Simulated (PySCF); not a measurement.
ammonium (H4N), SMILES [NH4+], charge +1. Atoms are numbered in the order given.

```xyz
5

N      0.0000     0.0000     0.0000
H      0.5912    -0.5912     0.5912
H     -0.5912    -0.5912    -0.5912
H     -0.5912     0.5912     0.5912
H      0.5912     0.5912    -0.5912
```
Charge +1, spin multiplicity 1.

Geometry optimised at r2SCAN-D4/def2-TZVPD.

These are PySCF with r2SCAN-D4/def2-TZVPD values and carry that method's errors.

Harmonic, unscaled wavenumbers; measured fundamentals usually lie a few per cent lower.

Modes within 1.5 cm⁻¹ of each other (mostly degenerate sets) share a row, with their intensities summed.

Computed harmonic wavenumbers and intensities:
```tsv
mode	ν (cm⁻¹)	IR (km/mol)	Raman (Å⁴/amu)	depolarisation	moving atoms (share of kinetic energy)
1–3	1473	433.9	0.8	0.75	H 86 %, N 14 %
4–5	1727	0.0	6.5	0.75	H 100 %
6	3373	0.0	99.5	0.00	H 100 %
7–9	3484	515.5	49.7	0.75	H 92 %, N 8 %
```
